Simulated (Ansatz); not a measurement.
H$_{6}$BeOSi$_{2}$, singlet, at a GFN2-xTB geometry (such geometries of metal compounds can be far from the true shape), atoms displaced at random by about 0.08 Å a coordinate; B3LYP/6-31G, gradient (Ansatz, a quantum-chemistry and plane-wave program).

The Ansatz input:
Ansatz 0.2 input:
```yaml
crystal:
  periodic: [false, false, false]
  atoms:
    - {symbol: Be, position_ang: [-0.24867474, 0.09206102, 0.37697630]}
    - {symbol: Si, position_ang: [-1.55235920, 1.27181718, 1.98153669]}
    - {symbol: H, position_ang: [-1.94659535, 0.46036145, 3.12651565]}
    - {symbol: H, position_ang: [-2.95763771, 1.78606793, 1.41017949]}
    - {symbol: H, position_ang: [-0.69919428, 2.35166490, 2.49073704]}
    - {symbol: O, position_ang: [0.41775806, -0.47901353, -0.64498620]}
    - {symbol: Si, position_ang: [1.34988382, -0.99364949, -1.62284793]}
    - {symbol: H, position_ang: [0.46133808, -2.00848797, -2.56011256]}
    - {symbol: H, position_ang: [2.44725170, -1.85608758, -0.97151964]}
    - {symbol: H, position_ang: [1.93750518, -0.19705366, -2.56772385]}
basis:
  gaussian:
    orbitals: 6-31G
hamiltonian:
  xc: b3lyp
output: {forces: true}
```

It wrote (shortened):

```
Functional definition: B3LYP
675 factors; integrals over basis functions are off by at most 1.8e-4 eV
mean field evaluation 1: about -18292.9848 eV, gradient 5.9e1 eV
mean field evaluation 2: about -18274.1463 eV, gradient 1.1e2 eV
mean field evaluation 4: about -18299.1517 eV, gradient 2.2e0 eV
mean field evaluation 8: about -18299.3181 eV, gradient 1.8e-1 eV
mean field evaluation 16: about -18299.3182 eV, gradient 2.6e-5 eV
mean field -18299.31821009 eV, -672.4875404976 hartree, gradient 2.6e-5 eV, S^2 0.000000; 0 other end points of the search recorded, 0 dependent functions left out
the calculation of the forces begins
reference -18299.31849950 eV, -672.4875511329 hartree; 23, 23 occupied and 33, 33 virtual orbitals, 675 factors
Total energy: -18299.31849950 eV, -672.4875511329 hartree
Atom 0 at    -0.248675     0.092061     0.376976 Å, force    -2.817415     1.994390     3.125094 eV/Å
Atom 1 at    -1.552359     1.271817     1.981537 Å, force    -0.359284    -0.650710    -2.191797 eV/Å
Atom 2 at    -1.946595     0.460361     3.126516 Å, force    -0.139556    -0.569559     0.737724 eV/Å
Atom 3 at    -2.957638     1.786068     1.410179 Å, force     1.248098    -0.194690     0.347498 eV/Å
Atom 4 at    -0.699194     2.351665     2.490737 Å, force     0.171855     0.739883     0.255846 eV/Å
Atom 5 at     0.417758    -0.479014    -0.644986 Å, force    -6.987064     4.657300     7.801853 eV/Å
Atom 6 at     1.349884    -0.993649    -1.622848 Å, force     6.847584    -9.402870    -8.945680 eV/Å
Atom 7 at     0.461338    -2.008488    -2.560113 Å, force     1.012050     0.777431     0.790531 eV/Å
Atom 8 at     2.447252    -1.856088    -0.971520 Å, force    -0.274504     0.375813    -0.186329 eV/Å
Atom 9 at     1.937505    -0.197054    -2.567724 Å, force     1.298235     2.273010    -1.734740 eV/Å
Dipole moment:     0.241336     0.091449    -0.009732 e Å
```
